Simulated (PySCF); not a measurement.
A geometry optimisation on `NC1=[CH][GeH2][CH]=C1`.

Method: LC-wPBE/def2-SV(P) geometry optimisation, gas phase (PySCF 2.14.0). Start geometry: GFN2-xTB. The input is one job of a driver script: a line of settings, then coordinates in Å.

Input:
```
{"job": {"xc": "LC-wPBE", "basis": "def2-SV(P)", "grid": 1, "kind": "geom"}, "charge": 0, "multiplicity": 1}
N      2.212390    -0.047132    -0.195579
C      0.842676    -0.085597    -0.077526
C      0.076921    -1.189654    -0.211579
Ge    -1.777372    -0.677365    -0.059040
C     -1.186257     1.165753     0.200851
C      0.145606     1.187915     0.141913
H      2.685521     0.724521     0.246207
H      2.693286    -0.929687    -0.131819
H      0.506112    -2.162298    -0.380701
H     -2.650492    -0.875562    -1.266540
H     -2.528480    -1.252872     1.110606
H     -1.768462     2.057619     0.361268
H      0.744163     2.084846     0.244210
```

Output:
```
step   0  E = -2287.49721927  max force = 0.022745
step   1  E = -2287.49953074  max force = 0.005913
step   2  E = -2287.49968626  max force = 0.001238
step   3  E = -2287.49968626  max force = 0.001138
step   4  E = -2287.49970722  max force = 0.000564
step   5  E = -2287.49971244  max force = 0.000525
step   6  E = -2287.49971453  max force = 0.000595
step   7  E = -2287.49971482  max force = 0.000246
optimisation converged
```

Energies in Eh; «max force» is the largest Cartesian gradient component in Eh/bohr.

Task: Give the first gradient maximum in eV/Å.

Result: With 1 Eh/bohr = 51.422 eV/Å, 1.170 eV/Å.

Task: How much energy does the optimisation release, in kJ/mol?

Result: E(step 0) − E(last step) = 0.002496 Eh, which is 6.6 kJ/mol.

In short: final energy -2287.49971 Eh after 7 steps; dipole 2.40 D.

Task: Where do the atoms end?

Result: 0.035 Å rms from the input after alignment:
```
atom  x, y, z in Å
N1     2.3152   -0.0928   -0.1544
C2     0.9435   -0.1267   -0.1488
C3     0.1589   -1.2155   -0.3282
Ge4   -1.6632   -0.6478   -0.2758
C5    -1.0913    1.1822    0.0206
C6     0.2455    1.1826    0.0376
H7     2.7891    0.7084    0.2403
H8     2.8226   -0.9676   -0.1319
H9     0.5715   -2.2165   -0.4714
H10   -2.4604   -0.8196   -1.5796
H11   -2.5088   -1.2137    0.8772
H12   -1.6749    2.0974    0.1478
H13    0.8498    2.0888    0.1748
```

Hardware: an Intel Xeon Platinum 8559C with one thread, on a shared host. Cost: 79 s of wall time, 0.59 GiB resident at most.
Labels such as C1 count atoms from 1, the log's own numbers from 0.
